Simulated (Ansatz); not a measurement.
Relaxation of AlBrCl2FH (6 atoms, charge 0, multiplicity 1), to a largest force component of 0.03 eV/Å in at most 50 steps.

All numbers below come from RKS BLYP/def2-SVP (Ansatz).

```xyz
6
Properties=species:S:1:pos:R:3
Al 0.022 -0.629 -0.499
F 0.021 0.079 2.288
Cl 1.852 0.238 -1.070
Cl -1.840 0.170 -1.067
Br 0.067 -2.777 0.525
H 0.043 -0.838 2.472
```

Q: Where does it end, and by what steps?

A: The run converged. After 8 steps the energy has fallen by 0.478 eV; F2 moved furthest, 0.50 Å. Joined: Al1–F2 (2.88 → 2.00 Å).

```csv
step,energy less start (eV),largest force component (eV/Å),accepted
0,0.0000,0.863,yes
1,-0.1737,0.613,yes
2,-0.3563,0.518,yes
3,-0.3851,1.244,yes
4,-0.4210,0.615,yes
5,-0.4712,0.271,yes
6,-0.4741,0.101,yes
7,-0.4768,0.139,yes
8,-0.4784,0.028,yes
```

```xyz
6
Properties=species:S:1:pos:R:3
Al 0.024 -0.512 -0.136
F 0.021 0.002 1.796
Cl 1.841 0.239 -0.909
Cl -1.825 0.171 -0.897
Br 0.068 -2.703 0.729
H 0.037 -0.953 2.066
```

Whether the end is a true minimum wasn't checked by a vibrational analysis.

Run time: 24 s on 2 threads of Arm Neoverse V1, on a shared host, peak memory 0.15 GiB.
